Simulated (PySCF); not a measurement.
Vertical excitations of a molecule C₂H₈AlNO from TDA-PBE/def2-SVPD (PySCF), as energy in eV (oscillator strength): 4.42 (0.011), 5.52 (0.013), 5.88 (0.001), 5.94 (0.095), 6.31 (0.143), 6.40 (0.032), 6.62 (0.008), 6.67 (0.064), 6.75 (0.031), 7.18 (0.033). Lowest triplet (TDA): 4.25 eV. The structure is a stationary point at B3LYP-D3(BJ)/def2-SVP. Other conformers were not sampled.

Q: Which structure fits?
A) C[N](C)[AlH][OH]
B) C[NH][Al]([CH3])[OH]
C) C[CH2][Al]([NH2])[OH]
D) CC[O][AlH][NH2]

A: B, C[NH][Al]([CH3])[OH]
